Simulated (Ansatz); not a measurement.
Gas-phase electronic energies from Ansatz, PBE0-D4/def2-TZVP geometries. CCSD(T)/CBS is the MP2 limit (def2-TZVPP, def2-QZVPP) plus CCSD(T) − MP2 in def2-TZVPP, frozen cores. DFT in def2-TZVPP. B3LYP here is the variant with VWN-RPA as its local correlation; programs differ in this. For Ga outer-core shells are correlated without core-valence functions, which leaves a few kJ/mol of doubt a bond. Scalar relativity is left out up to krypton. One conformer a species, not always the lowest.

Reaction (substitution at a C–Ga bond): `C=[CH][GaH2]` + `CCCO` → `C=COCCC` + `[GaH3]`

`C=[CH][GaH2]`:

```xyz
8

C     0.176   -1.325    0.386
C     0.408   -0.318   -0.458
Ga   -0.374    1.440   -0.143
H    -0.450   -1.200    1.267
H     0.594   -2.320    0.243
H     1.044   -0.517   -1.319
H    -1.274    1.593    1.137
H    -0.124    2.647   -1.113
```

`CCCO`:

```xyz
12

C     0.867    0.666    1.062
C     0.028   -0.406    0.389
C    -0.386   -0.015   -1.016
O    -1.121   -1.020   -1.682
H     0.323    1.612    1.132
H     1.152    0.373    2.074
H     1.787    0.856    0.502
H    -0.872   -0.600    0.986
H     0.579   -1.350    0.340
H    -0.948    0.930   -0.989
H     0.501    0.159   -1.631
H    -1.911   -1.205   -1.167
```

`C=COCCC`:

Z-matrix (Å, degrees):
```
C
C 1 1.509
O 1 1.413 2 108.6
H 1 1.099 2 110.8 3 120.3
H 1 1.099 2 110.8 3 -120.3
C 2 1.519 1 111.7 3 179.9
H 2 1.094 1 108.8 3 -58.0
H 2 1.094 1 108.8 3 57.8
C 3 1.343 1 116.8 2 179.9
H 6 1.091 2 111.1 1 180.0
H 6 1.094 2 111.4 1 -60.1
H 6 1.093 2 111.4 1 60.0
C 9 1.330 3 128.2 1 0.0
H 9 1.085 3 110.2 1 -180.0
H 13 1.081 9 118.6 3 -180.0
H 13 1.081 9 123.6 3 0.0
```

`[GaH3]`:

Z-matrix (Å, degrees):
```
Ga
H 1 1.568
H 1 1.568 2 120.0
H 1 1.568 2 120.0 3 -179.9
```

```json
{"level": "B3LYP-D4", "ΔE (kcal/mol)": "7.5"}
{"level": "r2SCAN", "ΔE (kcal/mol)": "7.0"}
{"level": "PBE0", "ΔE (kcal/mol)": "7.9"}
{"level": "HF/def2-QZVPP", "ΔE (kcal/mol)": "8.3"}
```

Q: What does CCSD(T)/CBS give? (An estimate is asked.)

A: Ansatz gave: +11.0 kcal/mol. The listed levels differ from it by -3.5, -4.0, -3.1, -2.7 kcal/mol.

Largest T1 diagnostic among the species: 0.013.

In def2-TZVPP, CCSD(T) changes the Hartree–Fock value by +1.4 kcal/mol (the triples alone add −0.2 kcal/mol) and MP2 by +2.2 kcal/mol.
